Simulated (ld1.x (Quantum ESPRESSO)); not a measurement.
## Transferability test, TM potential for titanium (Ti)

```json
{
 "Element": "titanium (Ti)",
 "Generator": "ld1.x (Quantum ESPRESSO) 7.5",
 "Type": "norm-conserving Troullier–Martins (Kleinman–Bylander form)",
 "Functional": "PBE",
 "Relativity": "scalar-relativistic",
 "Frozen core": "[Ar]",
 "Valence charge": "4",
 "Reference configuration": "3d2 4s2 4p0",
 "Partial waves": "4s (bound): rc 2.50 bohr; 4p (bound, empty): rc 3.75 bohr; 3d (bound): rc 1.90 bohr",
 "Local potential": "all-electron potential smoothed inside 3.00 bohr (lloc = -2)",
 "Core correction": "none"
}
```

Energies are relative to the spin-unpolarised reference configuration 3d2 4s2 4p0; without spin polarisation the order of configurations can differ from experiment.

```json
{"valence configuration": "3d2 4s1 4p0", "charge": "+1", "ΔE all-electron (eV)": "7.347", "error AE − PS (meV)": "+9.7"}
{"valence configuration": "3d2 4s0 4p0", "charge": "+2", "ΔE all-electron (eV)": "20.919", "error AE − PS (meV)": "+209"}
{"valence configuration": "3d2 4s1 4p1", "charge": "0", "ΔE all-electron (eV)": "3.076", "error AE − PS (meV)": "+6.6"}
{"valence configuration": "3d2.5 4s1.5 4p0", "charge": "0", "ΔE all-electron (eV)": "0.353", "error AE − PS (meV)": "-21"}
{"valence configuration": "3d1 4s2 4p0", "charge": "+1", "ΔE all-electron (eV)": "9.745", "error AE − PS (meV)": "+13"}
```

Task: What are ΔE and the potential's error for 3d3 4s1 4p0?

Result: ΔE = 1.106 eV all-electron; the error (AE − PS) is -79 meV.

Task: What are ΔE and the potential's error for 3d1 4s0 4p0?

Result: ΔE = 47.867 eV all-electron; the error (AE − PS) is +375 meV.

Levels in the configuration 3d3 4s1 4p0:

```
level  all-electron (eV)  pseudo (eV)
   3d             -1.915       -1.815
   4s             -3.729       -3.766
```
